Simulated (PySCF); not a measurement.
Simulation results for BH$_{4}$N$_{2}$O

Computed with PySCF 2.14.0. Calculation on a computer-drawn molecule: the log of a Hartree-Fock and frozen-core CCSD(T) single point meant for a local Hartree-Fock minimum, with one planted fault or none, to be diagnosed. Offsets are logged minus clean, where the clean run is the same molecule without the fault. The reference is restricted for singlets and unrestricted otherwise, and also for a bond in bohr or an excited solution. Adding or removing an electron swaps singlet and doublet. The excited solution moves the top pair (singlet) or top alpha electron (doublet) to the lowest empty orbital. Highest occupied and lowest empty are orbital energies over both spins, largest force is the largest gradient component, triples share is (T) over the correlation energy, the T1 limit is 0.02 restricted and 0.045 unrestricted, electrons count all cores, a negative frequency is imaginary (commonest isotopes), and the dipole is about the centre of nuclear charge.

Common to all runs: meant charge -1; meant multiplicity 1; meant basis aug-cc-pVDZ; logged electrons 32; logged SCF converged yes; logged spin squared 0; logged CC converged yes; logged SCF stable within its kind yes; possible faults no fault, one electron removed, one electron added, multiplicity raised by two, geometry at a saddle point, SCF held on an excited solution, minimal basis STO-3G, one bond length entered in bohr, all coordinates scaled.

(1) 
```xyz
8
formula=BH4N2O logged_basis_functions=24 logged_highest_occupied=1.566 logged_lowest_empty=20.22 logged_largest_force=0.081724 logged_T1_diagnostic=0.014682 logged_D1_diagnostic=0.063081 logged_triples_share=0.031389 logged_dipole_magnitude=2.6138 logged_energy_HF=-207.93525 logged_energy_CCSD(T)=-208.15044 planted_fault=minimal_basis_STO-3G HF_energy_offset_from_clean_run=1874 CCSD(T)_energy_offset_from_clean_run=2186
N     -0.9838     1.1736     0.6814
B     -0.6932    -0.1111    -0.0473
N     -0.2266    -1.1787     0.9057
O     -0.8261    -0.2748    -1.3170
H     -0.3997     1.3871     1.4664
H     -1.0260     1.9601     0.0647
H     -0.2898    -2.0958     0.5111
H     -0.6326    -1.1728     1.8211
```

Units: logged_highest_occupied, logged_lowest_empty in eV; logged_largest_force in hartree/bohr; logged_dipole_magnitude in debye; logged_energy_HF, logged_energy_CCSD(T) in hartree; HF_energy_offset_from_clean_run, CCSD(T)_energy_offset_from_clean_run in kcal/mol.

Drawn bonds:
```csv
atom,other atom,order
1,2,1
2,3,1
2,4,1
1,5,1
1,6,1
3,7,1
3,8,1
```

Notes: highest electron not bound in this basis.

(2) 
```xyz
8
formula=BH4N2O logged_basis_functions=128 logged_highest_occupied=-4.4321 logged_lowest_empty=3.9121 logged_largest_force=0.11543 logged_T1_diagnostic=0.019843 logged_D1_diagnostic=0.061625 logged_triples_share=0.037571 logged_dipole_magnitude=4.6628 logged_energy_HF=-210.86447 logged_energy_CCSD(T)=-211.60165 planted_fault=all_coordinates_scaled,by_+9.1_% HF_energy_offset_from_clean_run=36.35 CCSD(T)_energy_offset_from_clean_run=20.01
N     -1.0733     1.2804     0.7434
B     -0.7563    -0.1212    -0.0517
N     -0.2472    -1.2860     0.9881
O     -0.9013    -0.2998    -1.4368
H     -0.4360     1.5133     1.5998
H     -1.1194     2.1385     0.0706
H     -0.3162    -2.2865     0.5576
H     -0.6902    -1.2795     1.9868
```

Units: logged_highest_occupied, logged_lowest_empty in eV; logged_largest_force in hartree/bohr; logged_dipole_magnitude in debye; logged_energy_HF, logged_energy_CCSD(T) in hartree; HF_energy_offset_from_clean_run, CCSD(T)_energy_offset_from_clean_run in kcal/mol.

Drawn bonds:
```csv
atom,other atom,order
1,2,1
2,3,1
2,4,1
1,5,1
1,6,1
3,7,1
3,8,1
```
